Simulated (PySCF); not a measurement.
Where the electron goes

Species: GeH6O2Si.
Cartesian coordinates in Å at the PBE0-D3(BJ)/def2-SVP level; atoms count from 1:
```
atom  x, y, z in Å
O1     1.153   -1.115    0.448
Si2    1.305    0.470   -0.042
O3    -0.196    0.914   -0.538
Ge4   -1.733    0.004   -0.593
H5     1.920   -1.585    0.783
H6     2.278    0.592   -1.169
H7     1.753    1.340    1.087
H8    -1.567   -1.203   -1.532
H9    -2.757    1.005   -1.148
H10   -2.105   -0.441    0.830
```

The calculation used PySCF 2.14.0, density-fitted response routines, TDDFT B3LYP/def2-SVPD, vertical, gas phase, core orbitals frozen in the response. Relativistic effects, spin–orbit coupling among them, are left out although an element past zinc is present.

Kohn–Sham orbitals with the atoms that hold most of them (Löwdin shares over 4%, at most four atoms; ? is withheld):

```
orbital  ε (eV)                             atoms
 LUMO+2    0.28  Ge4 35%, O1 12%, H8 10%, H10 10%
 LUMO+1   -0.18   Ge4 26%, Si2 18%, O1 14%, O3 8%
   LUMO       ?                                 ?
   HOMO   -7.97                                 ?
 HOMO-1   -8.84   O3 37%, Ge4 25%, H9 18%, H10 8%
 HOMO-2   -8.89  O1 36%, O3 19%, Ge4 11%, Si2 10%
 HOMO-3   -9.82     O1 54%, Si2 17%, H7 8%, H6 7%
```

Problem. Give the leading atoms of the HOMO.

Solution. O3 (bonded to Ge and Si) 30%; Si2 (bonded to 2 O and 2 H) 18%; H7 (bonded to Si) 13%; H6 (bonded to Si) 13%. By element: oxygen 30% or more, hydrogen 26% or more, silicon 18%.

Problem. Which atoms hold the LUMO, and with what shares?

Solution. Ge4 (bonded to O and 3 H) 24%; Si2 (bonded to 2 O and 2 H) 14%; O1 (bonded to Si and H) 14%; O3 (bonded to Ge and Si) 10%. By element: oxygen 24%, germanium 24%, silicon 14%.

Problem. What is the LUMO energy, and the HOMO–LUMO gap?

Solution. ε(LUMO) = -0.32 eV; the gap is 7.65 eV (0.2811 hartree).

Problem. How does S1 compare with the orbital gap of 7.65 eV?

Solution. S1 is at 6.63 eV (f = 0.0049), 1.02 eV below the gap, made of HOMO→LUMO (89%). 

Problem. One configuration dominates each of S1, S2, S5 and S6. Which, and how do the shares of the two leading atoms of either orbital change from the occupied to the empty one?

Solution. 
- S1 (6.63 eV, f 0.0049), HOMO→LUMO (89%): O3 30% → 10%, Si2 18% → 14%, Ge4 at most 14% → 24%
- S2 (6.81 eV, f 0.0013), HOMO→LUMO+1 (90%): O3 30% → 8%, Si2 18% → 18%, Ge4 at most 14% → 26%
- S5 (7.63 eV, f 0.0004), HOMO-2→LUMO (74%): O1 36% → 14%, O3 19% → 10%, Ge4 11% → 24%, Si2 10% → 14%
- S6 (7.69 eV, f 0.0047), HOMO-2→LUMO+1 (91%): O1 36% → 14%, O3 19% → 8%, Ge4 11% → 26%, Si2 10% → 18%

Löwdin shares depend on the basis, the more so with diffuse functions.

One conformer stands for the species.
